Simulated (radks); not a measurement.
Results of a calculation; reference values are marked as such.
Q: The mean radii <r> (bohr) of the occupied orbitals of an atom or ion are listed with their occupations. Level of theory: scalar-relativistic Kohn-Sham, BLYP, spin-unpolarised, spherical densities, finite nucleus; Fermi nuclear charge, rms radius of each element as measured or else 0.836 A^(1/3) + 0.57 fm (a radial shooting solver on a logarithmic mesh with Libxc functionals).

orbital  occ.      <r>
1s          2  0.03517
2s          2   0.1537
2p          6   0.1339
3s          2   0.4290
3p          6   0.4307
3d         10   0.4153
4s          2    1.103
4p          6    1.227
4d          4    1.737

Name the element and its charge.

A: Z = 42, molybdenum, charge +2: Mo2+ in [Kr] 4d4. The 1s radius gives Z: for a bare nucleus <r> = (2 gamma + 1)/(2Z) with gamma = sqrt(1 - (Z/c)^2), 0.03457 bohr for Z = 42, and screening makes it slightly larger (0.03517 here). The occupations add up to 40, and the charge is Z minus that.
